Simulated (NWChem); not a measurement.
Molecule: AlSiH4Cl; SMILES [AlH]([Cl])[SiH3]

Program: NWChem. All runs use the structure optimised with PBE0/def2-SVP. Level: PBE0/def2-SVPD; rows give the wavelength of the field.

### Question
Among these, which field gives the highest value of “anisotropy (bohr³)”?
A) 1065 nm
B) 589 nm
C) static

### Answer
B, 589 nm. Values: static 26.4; 1065 nm 27.2; 589 nm 29.0
